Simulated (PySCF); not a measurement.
Geometries of 2 isomers of C5H6F3NO, from PBE0-D3(BJ)/def2-SVP geometry optimisation, gas phase in PySCF. One conformer each, no zero-point energy, no frequencies.

Question: Which isomer lies lower at this level?
A.
```xyz
16
angstrom
C      2.184    0.401    0.815
N      0.930   -0.097    0.318
C      0.528    0.116   -0.957
O      1.200    0.661   -1.812
C     -0.836   -0.394   -1.317
C     -1.988   -0.226   -0.662
C     -2.161    0.471    0.655
F     -1.741   -0.300    1.683
F     -1.484    1.616    0.735
F     -3.446    0.738    0.874
H      2.718    0.856   -0.028
H      2.801   -0.411    1.233
H      2.033    1.166    1.594
H      0.293   -0.552    0.959
H     -0.862   -0.879   -2.297
H     -2.921   -0.606   -1.085
```
B.
```xyz
16
angstrom
F     -3.157   -0.733   -1.567
C     -2.036    0.043   -1.381
C     -2.068    0.680   -0.036
C     -1.021    0.742    0.800
N      0.207    0.177    0.488
C      1.188    0.361    1.262
O      2.397   -0.182    1.053
C      2.546   -1.016   -0.042
F      3.650   -1.720    0.179
F      2.723   -0.284   -1.144
H     -1.133   -0.576   -1.496
H     -2.027    0.818   -2.170
H     -3.012    1.145    0.263
H     -1.127    1.259    1.767
H      1.191    0.967    2.183
H      1.674   -1.674   -0.174
```

Answer: A. That is `FC(/C=C\C(=O)NC)(F)F`, 29.7 kcal/mol below the other.

```
              SMILES                                             atoms numbered as above      E (Eh)  relative (kcal/mol)  relative (kJ/mol)  dipole (D)
CNC(=O)/C=C\C(F)(F)F  [CH3:1][NH:2][C:3](=[O:4])/[CH:5]=[CH:6]\[C:7]([F:8])([F:9])[F:10]  -622.54699                  0.0                0.0        2.55
   FC/C=C\N=C\OC(F)F    [F:1][CH2:2]/[CH:3]=[CH:4]\[N:5]=[CH:6]\[O:7][CH:8]([F:9])[F:10]  -622.49961                 29.7              124.4        2.30
```

As drawn, the lower has a C=O bond, an N–H bond and a C(=O)–N unit, which the higher lacks; the higher has a C=N bond, which the lower lacks.
